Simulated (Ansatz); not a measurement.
Hf2Te3, relaxed as a singlet with RKS PBE0-D4/def2-SVP in Ansatz, starting from the GFN2-xTB geometry. Force threshold 0.02 eV/Å.

In the def2 sets Hf, Te take a core potential; there is no spin–orbit coupling. The structure comes from a short search, and lower isomers may exist.

Start:

```
atom   x (Å)   y (Å)   z (Å)
 Hf1   1.202   1.338  -0.681
 Hf2  -1.570   0.065  -0.436
 Te3  -0.406  -1.135  -2.588
 Te4  -0.553   0.818   2.236
 Te5   1.327  -1.087   1.469
```

Task: Estimate the energy that the relaxation releases and the steps that it takes.

Result: 259.7 kJ/mol, in 9 steps; 38 s on 4 threads of Intel Xeon Platinum 8488C on a shared host. No frequencies were taken in this run, so the end may be a saddle point.

Task: Does the start keep its bonding?

Result: By distances, no bond broke or formed. The bond that changes most is Hf2–Te5, from 3.65 to 2.89 Å (atoms count from 1). The end is the same structure that another start reached.

Task: Predict the relaxed structure.

Result: 
```
atom    x (Å)    y (Å)    z (Å)
 Hf1   0.7498   1.0429  -0.6376
 Hf2  -1.3933  -0.2885  -0.1790
 Te3  -0.0548  -0.7907  -2.5547
 Te4  -0.2762   1.1734   2.1205
 Te5   0.9745  -1.1371   1.2508
```
Bond lengths (bridged metal pairs left out): 6 × Hf–Te 2.77 to 2.95 Å; 1 × Te–Te 2.77 Å.
